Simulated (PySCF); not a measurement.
PySCF input for [(1R,2S)-2-fluorocyclopropyl]methanol (C4H7FO), SMILES OC[C@H]1C[C@@H]1F, PBE0-D3(BJ)/def2-SVP. Geometry: PBE0-D3(BJ)/def2-SVP. One conformer was computed; it need not be the lowest.

```python
import numpy as np
from pyscf import gto, scf, dft, df
from pyscf.hessian import thermo

mol = gto.M(
    atom='''
    O     2.40152465    0.58435125    0.20933342
    C     1.42436324   -0.12685496   -0.50118518
    C     0.12810702   -0.28017838    0.25072330
    C    -0.74071204    0.92725250    0.51859715
    C    -1.18344528   -0.12068992   -0.43703777
    F    -2.20105115   -0.93713221   -0.06650394
    H     2.55658012    0.12706210    1.04215100
    H     1.78636335   -1.12644935   -0.81603646
    H     1.24520956    0.44571681   -1.42587420
    H     0.12248774   -1.03827379    1.04317077
    H    -0.41529731    1.89549130    0.12821292
    H    -1.26359894    0.96461421    1.47723390
    H    -1.20435911    0.09404315   -1.51157473
    ''',
    basis='def2-SVP',
    charge=0,
    spin=0,
    max_memory=1600,
    verbose=3,
)
mf = dft.RKS(mol, xc='pbe0').density_fit(auxbasis='def2-universal-jkfit')
mf.disp = 'd3bj'
mf.grids.level = 3
mf.conv_tol = 1e-11
mf.max_cycle = 100
mf.kernel()

# [left out here: the lines that compute and print the analytic Hessian (its translational invariance restored by hand, since the grid's response is missing), thermochemistry and intensities]
```

It prints:

```
[...]
       8   H                -0.16 -0.16 -0.13   -0.02  0.07  0.04    0.16  0.07 -0.00
       9   H                -0.25  0.04  0.10    0.21 -0.12 -0.17   -0.38 -0.02 -0.06
      10   H                -0.00  0.10  0.09    0.09 -0.02  0.02    0.14 -0.02  0.09
      11   H                 0.00 -0.09 -0.01   -0.08 -0.04 -0.06   -0.12 -0.20 -0.14
      12   H                -0.30  0.47  0.09   -0.06 -0.00  0.05   -0.19 -0.07  0.15
Mode                                18                  19                  20
Irrep
Freq [cm^-1]                     1239.6646           1249.3678           1335.8572
Reduced mass [au]                   1.4039              1.5987              1.2833
Force const [Dyne/A]                1.2712              1.4703              1.3492
Char temp [K]                    1783.6013           1797.5621           1922.0011
Normal mode                   x     y     z       x     y     z       x     y     z
       0   O                -0.00  0.00  0.01   -0.02 -0.02  0.00   -0.01  0.01  0.01
       1   C                -0.00  0.01 -0.03    0.02  0.03 -0.06    0.01  0.03 -0.02
       2   C                -0.04  0.01 -0.02   -0.06 -0.06  0.12    0.09 -0.07 -0.02
       3   C                -0.01 -0.06 -0.03    0.02  0.04 -0.01   -0.02 -0.00  0.02
       4   C                 0.08  0.07  0.03   -0.02 -0.02 -0.06    0.04  0.05  0.01
       5   F                -0.04 -0.04  0.03    0.01  0.00  0.00   -0.01 -0.00 -0.01
       6   H                 0.12  0.12  0.05    0.22  0.23  0.09    0.05  0.04  0.02
       7   H                -0.19 -0.06 -0.02   -0.13 -0.05 -0.00   -0.46 -0.16  0.04
       8   H                 0.27  0.07 -0.05    0.47  0.11 -0.10    0.04 -0.01 -0.05
       9   H                -0.32  0.16  0.11    0.15 -0.19  0.01   -0.36  0.16  0.20
      10   H                 0.13 -0.14 -0.09   -0.25  0.14  0.01   -0.02  0.00  0.03
      11   H                -0.03 -0.11 -0.05    0.20 -0.03  0.09    0.02  0.09  0.04
      12   H                 0.49  0.30  0.08   -0.12  0.11 -0.04   -0.42 -0.35 -0.07
Mode                                21                  22                  23
Irrep
Freq [cm^-1]                     1373.8812           1405.1360           1431.5633
Reduced mass [au]                   1.2853              1.1979              1.3142
Force const [Dyne/A]                1.4293              1.3935              1.5868
Char temp [K]                    1976.7092           2021.6778           2059.7008
Normal mode                   x     y     z       x     y     z       x     y     z
       0   O                -0.00  0.05 -0.03    0.01  0.02 -0.02   -0.01 -0.02  0.03
       1   C                 0.09 -0.02  0.05   -0.02 -0.03  0.03    0.10  0.05 -0.04
       2   C                -0.03 -0.02 -0.01   -0.04  0.01  0.02   -0.05  0.00  0.01
       3   C                 0.01  0.01 -0.01   -0.01  0.04  0.03    0.00  0.04  0.01
       4   C                -0.03 -0.02 -0.00    0.06  0.05  0.00   -0.01 -0.00 -0.01
       5   F                 0.01  0.00  0.00   -0.01 -0.01 -0.00    0.00  0.00  0.00
       6   H                -0.36 -0.34 -0.16   -0.17 -0.15 -0.08    0.20  0.18  0.09
       7   H                -0.54 -0.22 -0.09    0.09  0.05 -0.10   -0.25 -0.11  0.05
       8   H                 0.05  0.15  0.18    0.27  0.09  0.05   -0.57 -0.22 -0.08
       9   H                 0.14 -0.05 -0.03    0.13 -0.01 -0.01    0.11 -0.06 -0.04
      10   H                -0.04  0.06  0.06    0.16 -0.23 -0.46    0.09 -0.10 -0.25
      11   H                 0.02  0.03 -0.01    0.00 -0.50  0.05    0.01 -0.31  0.03
      12   H                 0.17  0.13  0.02   -0.26 -0.19 -0.03    0.06  0.02 -0.01
Mode                                24                  25                  26
Irrep
Freq [cm^-1]                     1483.5999           1520.0382           3009.0054
Reduced mass [au]                   1.1025              2.7935              1.0700
Force const [Dyne/A]                1.4298              3.8029              5.7077
Char temp [K]                    2134.5699           2186.9965           4329.2888
Normal mode                   x     y     z       x     y     z       x     y     z
       0   O                -0.00 -0.00 -0.01   -0.00 -0.00 -0.00   -0.00 -0.00 -0.00
       1   C                 0.01 -0.03 -0.08   -0.04  0.00 -0.00    0.02 -0.06 -0.04
       2   C                -0.02  0.00  0.00    0.14 -0.04 -0.00   -0.00  0.00 -0.00
       3   C                -0.00 -0.01 -0.00   -0.01  0.09  0.06   -0.00  0.00  0.00
       4   C                 0.02  0.01  0.00   -0.12 -0.07 -0.05    0.00 -0.00  0.00
       5   F                -0.00 -0.00  0.00    0.02  0.01  0.00    0.00  0.00  0.00
       6   H                 0.01  0.01 -0.00    0.01  0.01 -0.00   -0.00  0.00 -0.00
       7   H                 0.12 -0.18  0.63   -0.01 -0.01  0.10   -0.31  0.83  0.24
       8   H                -0.15  0.56  0.33    0.11  0.09  0.02    0.05 -0.15  0.22
       9   H                 0.02  0.01  0.01   -0.23  0.02  0.06    0.00 -0.02  0.02
      10   H                -0.00 -0.01 -0.01    0.14 -0.06 -0.20    0.00  0.00 -0.00
      11   H                 0.01 -0.00  0.00   -0.10 -0.23  0.03    0.00  0.00  0.00
      12   H                -0.05 -0.03 -0.00    0.24  0.16 -0.02    0.00  0.00 -0.00
Mode                                27                  28                  29
Irrep
Freq [cm^-1]                     3100.8119           3156.0649           3163.2359
Reduced mass [au]                   1.0972              1.0570              1.0909
Force const [Dyne/A]                6.2158              6.2030              6.4310
Char temp [K]                    4461.3780           4540.8747           4551.1922
Normal mode                   x     y     z       x     y     z       x     y     z
       0   O                 0.00  0.00 -0.00    0.00  0.00 -0.00   -0.00 -0.00 -0.00
       1   C                 0.02 -0.06  0.06    0.00 -0.00  0.00    0.00 -0.01  0.00
       2   C                 0.00  0.01 -0.01   -0.00 -0.01  0.01    0.00 -0.06  0.06
       3   C                -0.00  0.00  0.00    0.01 -0.06 -0.03    0.00  0.01  0.00
       4   C                 0.00  0.00 -0.00    0.00  0.00 -0.01   -0.00 -0.00 -0.01
       5   F                -0.00 -0.00 -0.00    0.00  0.00  0.00    0.00  0.00 -0.00
       6   H                -0.00 -0.01  0.01   -0.00 -0.00  0.00   -0.00 -0.00 -0.00
       7   H                -0.09  0.22  0.08   -0.00  0.01  0.00   -0.02  0.04  0.01
       8   H                -0.15  0.48 -0.76   -0.00  0.01 -0.02   -0.01  0.05 -0.07
       9   H                 0.00 -0.07  0.07   -0.00  0.09 -0.09    0.01  0.65 -0.68
      10   H                -0.00 -0.01  0.00    0.21  0.62 -0.26   -0.04 -0.11  0.05
      11   H                 0.00  0.00 -0.01   -0.30  0.01  0.56    0.03 -0.00 -0.06
      12   H                -0.00 -0.01  0.03    0.00 -0.03  0.13   -0.00 -0.01  0.04
Mode                                30                  31                  32
Irrep
Freq [cm^-1]                     3175.4907           3259.7437           3882.7767
Reduced mass [au]                   1.0921              1.1194              1.0666
Force const [Dyne/A]                6.4881              7.0080              9.4737
Char temp [K]                    4568.8241           4690.0454           5586.4512
Normal mode                   x     y     z       x     y     z       x     y     z
       0   O                -0.00 -0.00  0.00    0.00  0.00  0.00   -0.01  0.03 -0.05
       1   C                -0.00  0.00 -0.00    0.00 -0.00  0.00    0.00  0.00 -0.00
       2   C                 0.00  0.00 -0.00    0.00 -0.00  0.00    0.00 -0.00  0.00
       3   C                -0.00  0.01  0.01   -0.04 -0.04  0.07   -0.00  0.00  0.00
       4   C                -0.00  0.01 -0.08   -0.00 -0.00  0.00   -0.00  0.00 -0.00
       5   F                 0.00  0.00  0.00    0.00  0.00 -0.00    0.00  0.00 -0.00
       6   H                 0.00  0.00 -0.00   -0.00  0.00 -0.00    0.16 -0.45  0.84
       7   H                 0.00 -0.01 -0.00    0.00  0.00 -0.00    0.00  0.00  0.00
       8   H                 0.00 -0.02  0.03    0.00  0.00 -0.00    0.00 -0.01  0.01
       9   H                 0.00 -0.04  0.05   -0.00  0.03 -0.03   -0.00  0.00 -0.00
      10   H                -0.02 -0.06  0.02    0.19  0.55 -0.22   -0.00 -0.00 -0.00
      11   H                 0.06  0.00 -0.09    0.33 -0.02 -0.62    0.00 -0.00 -0.00
      12   H                 0.02 -0.19  0.92   -0.00  0.00 -0.03    0.00  0.00 -0.00
temperature 298.1500 [K]
pressure 101325.00 [Pa]
Rotational constants [GHz] 10.27481 1.85938 1.72440
Symmetry number 1
Zero-point energy (ZPE) 0.10762 [Eh]   282556.986 [J/mol]
                           tot       elec      trans        rot        vib
Entropy [J/mol/K]       330.931      0.000    164.880    111.633     54.418
Cv [J/mol/K]             93.240      0.000     12.472     12.472     68.296
Cp [J/mol/K]            101.554      0.000     20.786     12.472     68.296
Internal energy [J/mol]                      3718.434   3718.434 291847.741
Internal energy [Eh]   -330.94252  -331.05651
Enthalpy [J/mol]                             6197.391   3718.434 291847.741
Enthalpy [Eh]          -330.94158
Gibbs free energy [J/mol]                  -42961.445 -29565.069 275623.002
Gibbs free energy [Eh] -330.97916
static polarisability / bohr^3: [[47.987 -0.693  0.389]
 [-0.692 42.315  0.888]
 [ 0.39   0.886 43.042]]
largest difference of analytic and finite-field dipole derivatives / e: 0.00035852211897330344
mode   freq/cm-1   IR/(km/mol)   Raman/(A^4/amu)   depolarisation
   1       77.20         3.249             0.173            0.691
   2      174.03         4.038             0.101            0.693
   3      261.00        73.272             1.637            0.750
   4      336.66        63.678             2.062            0.707
   5      364.16         2.334             3.060            0.403
   6      426.93         4.545             0.315            0.579
   7      529.86        17.754             2.127            0.655
   8      811.03        12.169             7.290            0.750
   9      870.11        10.965             3.367            0.446
  10      898.42         4.796             7.630            0.220
  11      980.74        20.951             3.198            0.747
  12     1009.07        45.649             4.428            0.693
  13     1039.69         4.614             1.483            0.562
  14     1091.82        58.490             2.292            0.711
  15     1105.96         9.613             5.860            0.749
  16     1113.23        31.793             1.319            0.748
  17     1152.78        44.671             4.594            0.669
  18     1210.90        17.762             4.589            0.137
  19     1239.66        53.770            12.541            0.407
  20     1249.37         9.500             4.861            0.316
  21     1335.86        16.675             5.120            0.638
  22     1373.88        10.234             7.070            0.692
  23     1405.14         3.699             5.287            0.578
  24     1431.56        42.350             2.942            0.750
  25     1483.60         1.513            12.219            0.710
  26     1520.04        73.798             4.758            0.191
  27     3009.01        65.989           137.242            0.176
  28     3100.81        20.237            72.690            0.470
  29     3156.06         2.622            72.396            0.144
  30     3163.24         4.282            98.761            0.180
  31     3175.49        15.269            99.646            0.191
  32     3259.74         0.621            58.196            0.729
  33     3882.78        35.752            68.766            0.265
max |gradient| / (hartree/bohr): 0.00014567809581650967
APT charges: [-0.6315  0.5631 -0.1449 -0.1038  0.6324 -0.5262  0.2694 -0.0825 -0.0309
  0.0015  0.034   0.0327 -0.0136]
```

Self-consistency was reached.
